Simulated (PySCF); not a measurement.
Task: Write a Z-matrix for `C(C(=O)OCC)#CCCl` as optimised with GFN2-xTB.

Result: 
Z-matrix in Å and degrees, rows numbered from 1:
```
C 
C   1  1.5220
O   2  1.4279  1  111.42
C   3  1.3342  2  116.73  1    84.02
O   4  1.2034  3  125.60  2     1.25
C   4  1.4452  3  110.70  2  -179.49
C   6  1.2031  4  174.93  3  -166.46
C   7  1.4370  6  176.53  4  -144.48
Cl  8  1.8027  7  109.43  3    63.16
H   1  1.0875  2  110.04  3   -62.47
H   1  1.0862  2  109.52  3   177.93
H   1  1.0873  2  110.34  3    57.80
H   2  1.0920  1  111.24  3  -116.72
H   2  1.0954  1  110.18  3   121.00
H   8  1.0910  7  111.14  9  -118.04
H   8  1.0909  7  111.11  9   118.20
```

The C–C distances run from 1.203 Å (C6≡C7, drawn triple) to 1.522 Å (C1–C2, drawn single), a spread of 0.319 Å. Of the pairs four or more bonds apart, O5···H14 is among the closest relative to their van der Waals radii: 2.40 Å, 88 % of the sum of Bondi's values. The C–O distances run from 1.203 Å (C4=O5, drawn double) to 1.428 Å (C2–O3, drawn single), a spread of 0.225 Å.

The geometry is computed with GFN2-xTB (gas phase).

Point group: C1 (no symmetry element, even within 0.4 Å). GFN2-xTB frequencies: not computed here. The numbers are those of one conformer (C1–C2–O3–C4 84°, C2–O3–C4–O5 1°).
